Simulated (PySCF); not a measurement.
Species: Ge(CN)2Me2, C4H6GeN2.
Geometry (PBE0-D3(BJ)/def2-SVP, Å), atoms numbered from 1 in this order:
```xyz
13
C4H6GeN2 angstrom
Ge     0.2029   -0.0040    0.1453
C      0.3048   -0.0146    2.0720
N      0.3182   -0.0242    3.2310
C      2.0426   -0.0152   -0.4346
N      3.1310   -0.0262   -0.8334
C     -0.6160    1.6504   -0.4299
H     -0.6260    1.6955   -1.5281
H     -0.0489    2.5066   -0.0403
H     -1.6485    1.7036   -0.0569
C     -0.6364   -1.6436   -0.4410
H     -1.6587   -1.7041   -0.0420
H     -0.0592   -2.5062   -0.0810
H     -0.6753   -1.6701   -1.5390
```

The computed photoelectron lines, unassigned: C 1s: 291.33 (area 2), 291.93 (area 2) eV; N 1s: 405.36 eV.

The calculation used delta-SCF UKS SCAN, pcX-2 on the ionised atom, pcseg-1 elsewhere, spin-free X2C in PySCF 2.14.0. Geometry: PBE0-D3(BJ)/def2-SVP; no solvent, vibrations or thermal averaging.

**Question.** Order the carbon atoms by C 1s binding energy.

**Answer.** 291.33 eV: C6/C10 (carbon bonded to Ge and 3 H); 291.93 eV: C2/C4 (carbon bonded to Ge and N). The listed C 1s values span 0.60 eV, from C6/C10 (bonded to 3 H and Ge) to C2/C4 (bonded to N and Ge).

Bonded neighbours of each site: C2/C4: N and Ge; N3/N5: C; C6/C10: 3 H and Ge.

**Question.** Express the binding energy of N 1s of N3/N5 in atomic units and per mole.

**Answer.** 405.36 eV = 14.8967 Eh = 39111 kJ/mol.

Atoms equivalent by their bonding share one computed value, that of the first of them. No level of germanium is listed.
